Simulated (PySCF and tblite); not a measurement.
The numbers below are computed, except where a source is named.
C₁₀H₁₀O₄, numbered as in [c:1]1([O:2][CH3:3])[cH:4][o:5][c:6](-[c:8]2[o:9][cH:10][c:11]([O:12][CH3:13])[cH:14]2)[cH:7]1.

Search: ETKDG and KDG, MMFF94s, GFN2-xTB, 200 starts; geometries at GFN2-xTB. Weights use PBE0-D3(BJ)/pcSseg-1 energies plus GFN2-xTB zero-point and thermal terms (modes under about 100 cm⁻¹ blended into free rotors). Symmetry numbers and mirror images are counted. Conformers within 2.5 kcal/mol (GFN2-xTB free energy) were kept, 7 at most. Run with PySCF (density fitting) and tblite.

Rotational constants are equilibrium values for the commonest isotopes; dipoles come from the energy level named.

Torsions listed: C4–C1–O2–C3, O5–C6–C8–O9, C10–C11–O12–C13.

| conformer | shape | symmetry |
| --- | --- | --- |
| 1 | 0°, 180°, 0° | C2h |
| 2 | 180°, 180°, 0° | Cs |
| 3 | 0°, 0°, 0° | C2v |
| 4 | 180°, 180°, 180° | C2h |
| 5 | 180°, 0°, 0° | Cs |
| 6 | 180°, 0°, 180° | C2v |

Give the rotational constants and dipole components, as needed to look for these species in a jet-cooled rotational spectrum.


```tsv
conformer	A (MHz)	B (MHz)	C (MHz)	abs μa (D)	abs μb (D)	abs μc (D)	κ	Ic−Ia−Ib (u Å²)
1	3427	262	244	0.00	0.00	0.01	-0.99	-6.4
2	2615	280	253	0.84	2.52	0.00	-0.98	-6.4
3	3131	265	245	0.00	0.67	0.00	-0.99	-6.4
4	2292	294	262	0.00	0.00	0.01	-0.97	-6.4
5	2216	287	255	1.15	1.74	0.00	-0.97	-6.4
6	1660	317	267	0.00	3.93	0.01	-0.93	-6.4
```


Conformer gaps in pcSseg-1 on xTB geometries can be 2 kcal/mol off for S=O, P=O and other polar bonds.